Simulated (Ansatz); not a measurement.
`[OH][In]([Cl])[Br]` and `[CH3][In]([OH])[Cl]` differ in one atom or group.

Ansatz, PBE0-D4/def2-TZVP geometries, multiplicity 1. Each molecule was computed in one conformer, which needn't be the lowest.

Elements past krypton have def2 core potentials. Scalar relativity is left out up to krypton.

```json
{"property": "size of the dipole moment (ωB97M-V/def2-TZVPP) / D", "`[OH][In]([Cl])[Br]`": "0.96"}
{"property": "HOMO–LUMO gap (B3LYP/def2-TZVPP) / eV", "`[OH][In]([Cl])[Br]`": "5.63"}
{"property": "size of the dipole moment (B3LYP/def2-TZVPP) / D", "`[OH][In]([Cl])[Br]`": "0.93"}
{"property": "HOMO energy (ωB97M-V/def2-TZVPP) / eV", "`[OH][In]([Cl])[Br]`": "-11.03"}
{"property": "LUMO energy (PBE/def2-TZVPP) / eV", "`[OH][In]([Cl])[Br]`": "-3.46"}
{"property": "LUMO energy (PBE0/def2-TZVPP) / eV", "`[OH][In]([Cl])[Br]`": "-2.59"}
```

Q: What does the change do to each property? (Best estimate.)

A: The calculation gave: 
```csv
property,`[CH3][In]([OH])[Cl]`,shift
size of the dipole moment (ωB97M-V/def2-TZVPP) / D,4.53,3.57
HOMO–LUMO gap (B3LYP/def2-TZVPP) / eV,6.33,0.70
size of the dipole moment (B3LYP/def2-TZVPP) / D,4.54,3.61
HOMO energy (ωB97M-V/def2-TZVPP) / eV,-10.43,0.60
LUMO energy (PBE/def2-TZVPP) / eV,-2.17,1.29
LUMO energy (PBE0/def2-TZVPP) / eV,-1.29,1.30
```

With PBE0 the HOMO rises by 0.60 eV and the LUMO rises by 1.30 eV, so the gap widens by about 0.70 eV. PBE moves the HOMO by 0.63 eV and ωB97M-V by 0.60 eV. Dipoles are sizes alone; their direction can turn.

B3LYP here is the variant with VWN-RPA as its local correlation; programs differ in this.

Spin–orbit coupling is left out; it splits and shifts lone-pair levels of the heavy atoms by tenths of an eV.
